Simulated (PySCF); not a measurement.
## Exercise with solution: oscillator strength and radiative lifetime

Cd(F)(NH2) (CdFH2N), SMILES [F][Cd][NH2].

Geometry optimised at B3LYP-D3(BJ)/def2-TZVP. The def2 effective core potentials stand for the cores of Cd; spin–orbit coupling is left out. The values are those of a single conformer.

PySCF with TDDFT-ωB97X/def2-SVPD puts the first singlet state with f over 0.02 at 5.18 eV (vertical), with the transition dipole (-0.604, 0.492, 0.000) in atomic units.

Problem. Find the oscillator strength, the wavelength and the radiative lifetime that this transition would have in vacuum if emission retraced absorption.

Solution. 
|μ|² = 0.6069 au, so |μ| = 1.98 D. ΔE = 5.18/27.211 = 0.1904 hartree. f = (2/3) ΔE |μ|² = 0.077 (the program prints 0.077).
λ = 1239.84/5.18 = 239 nm; ν = 41779 cm⁻¹.
Einstein's coefficient A = 0.6670 ν² f s⁻¹ (ν in cm⁻¹) = 9.0e7 s⁻¹, so τ = 1/A = 11 ns. This state is S1. The figure is the radiative limit of this one transition; relaxation, internal conversion, crossing to triplets and a medium change what is measured.
